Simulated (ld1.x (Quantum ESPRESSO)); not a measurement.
**Which change was made? (I, TM)**

iodine, norm-conserving Troullier–Martins (Kleinman–Bylander form), made with ld1.x (Quantum ESPRESSO) 7.5 (PBEsol, scalar-relativistic). Core [Kr], reference 4d10 5s1.5 5p5.5. Waves: 5p (bound): rc 1.55 bohr; 4d (bound): rc 1.35 bohr; 5s (bound): rc 1.30 bohr. Local part: the s channel. Core correction: Bessel-smoothed model core, default radius (core density twice the valence density).

Cutoffs, loose and tight: the cutoffs (Ry, on a coarse ladder) from which the occupation-weighted sum of valence levels, in a spherical-Bessel basis at the reference potential, stays within 10 and 1 mRy of its value at 400 Ry. They do not see the model core or the augmentation charge, which bear on the density cutoff. Test errors are all-electron minus pseudo excitation energies from the reference, over the configurations 4d10 5s2 5p5; 4d10 5s2 5p4; 4d10 5s2 5p3; 4d10 5s2 5p5.3; 4d10 5s1 5p6; 4d10 5s1 5p5; 4d10 5s2 5p2; variants that change the core or the reference have their own tests. The largest error is taken over the tests solved by every variant that gives reliable tests at all, those not shown here included: 4d10 5s1 5p5; 4d10 5s1 5p6; 4d10 5s2 5p2; 4d10 5s2 5p3; 4d10 5s2 5p4.

The base gives: outcome: generated; cutoff, loose: 140 Ry; cutoff, tight: 230 Ry; bound ghosts: p; largest test error (meV): -8.2.

(1) After one change the result is: outcome: generated; cutoff, loose: 160 Ry; cutoff, tight: 260 Ry; bound ghosts: p; largest test error (meV): +12. Which change was it?
A. all radii but the core radius scaled by about 1.17 (s 1.52, p 1.82, d 1.58 bohr)
B. all radii but the core radius scaled by about 0.85 (s 1.10, p 1.32, d 1.14 bohr)
C. all radii but the core radius scaled by about 0.77 (s 1.00, p 1.18, d 1.04 bohr)
D. all radii but the core radius scaled by about 0.93 (s 1.22, p 1.44, d 1.26 bohr)
E. all radii but the core radius scaled by about 1.05 (s 1.36, p 1.62, d 1.42 bohr)

## Answers

(1) D. The others give: all radii but the core radius scaled by about 0.77 (s 1.00, p 1.18, d 1.04 bohr) → outcome: generated, misses its reference levels by 37.22 eV; bound ghosts: not determined; largest test error (meV): 7 of 7 tests not solved or not reliable | all radii but the core radius scaled by about 1.17 (s 1.52, p 1.82, d 1.58 bohr) → outcome: generated; cutoff, loose: 100 Ry; cutoff, tight: 160 Ry; bound ghosts: none; largest test error (meV): +5.2 | all radii but the core radius scaled by about 1.05 (s 1.36, p 1.62, d 1.42 bohr) → outcome: generated; cutoff, loose: 110 Ry; cutoff, tight: 200 Ry; bound ghosts: p; largest test error (meV): -5.2 | all radii but the core radius scaled by about 0.85 (s 1.10, p 1.32, d 1.14 bohr) → outcome: generated; cutoff, loose: 200 Ry; cutoff, tight: over 300 Ry; bound ghosts: p, s (extra level of the local part); largest test error (meV): -19.
